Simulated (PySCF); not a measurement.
B(F)2(OMe) (CH3BF2O), SMILES O(C)B(F)F. Atoms are numbered in the order given.

```xyz
8

B     -0.0583     0.0360     0.5299
F     -0.4859    -0.4454     1.6857
F      0.5708     1.2092     0.5363
O     -0.2696    -0.6631    -0.5923
C      0.1518    -0.2286    -1.8743
H      0.8436    -0.9732    -2.2974
H     -0.7260    -0.1534    -2.5344
H      0.6560     0.7489    -1.8308
```

Coordinates come from a B3LYP-D3(BJ)/def2-SVP optimisation. The values are those of a single conformer.

Calculation: PySCF with r2SCAN/def2-TZVP.

Gas-phase values at a fixed geometry.

```
Item                                                                                                            Value
---------------------------------------------------------------------------------------------  ----------------------
total energy                                                                                       -339.82696 hartree
highest occupied level                                                                                       -8.15 eV
lowest empty level                                                                                            0.63 eV
orbital gap                                                                                                   8.78 eV
dipole moment                                                                                                  2.31 D
quadrupole, principal values (traceless, Buckingham form, about the centre of nuclear charge)   -4.74, 2.28, 2.46 D·Å
mean static polarisability                                                                       30.0 bohr³ (4.45 Å³)
polarisability, principal values                                                               24.8, 28.7, 36.6 bohr³
```
